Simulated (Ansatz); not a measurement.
The Be1–Cl3 bond of BeClH (SMILES [BeH][Cl]) is stretched (multiplicity 1, the rest rigid).
Geometry at rest (charge 0, multiplicity 1):
```xyz
3

Be     0.0000     0.0000    -1.3353
H      0.0000     0.0000    -2.6579
Cl     0.0000     0.0000     0.4705
```

Correlated levels freeze the cores.

Programs: Ansatz (Gaussian basis) for Hartree–Fock, density functionals and correlated methods. 

FIC-MRCISD+Q on CASSCF(6,4)/aug-cc-pV(T+d)Z, total energies (hartree):

| R (Å) | CASSCF | MRCISD | weight c² of the reference |
|---|---|---|---|
| 1.806 | -474.820525 | -475.061153 | 0.91249 |
| 3.160 | -474.684015 | -474.916932 | 0.90975 |
| 5.779 | -474.632824 | -474.852135 | 0.91515 |

Task: Add the Davidson correction (E_MRCISD − E_CASSCF)(1 − c²)/c² and give the energies above the first point at the three levels.

Result: 
Corrections (hartree): -0.023075, -0.023107, -0.020333. Above the first point (kcal/mol):
- R = 3.160 Å: CASSCF 85.7, MRCISD 90.5, with the correction 90.5
- R = 5.779 Å: CASSCF 117.8, MRCISD 131.2, with the correction 132.9

Doubts at one or more of the structures used: active orbitals that take no part (FIC-MRCISD+Q on CASSCF(6,4)/aug-cc-pV(T+d)Z).

Ansatz is a first-principles code.
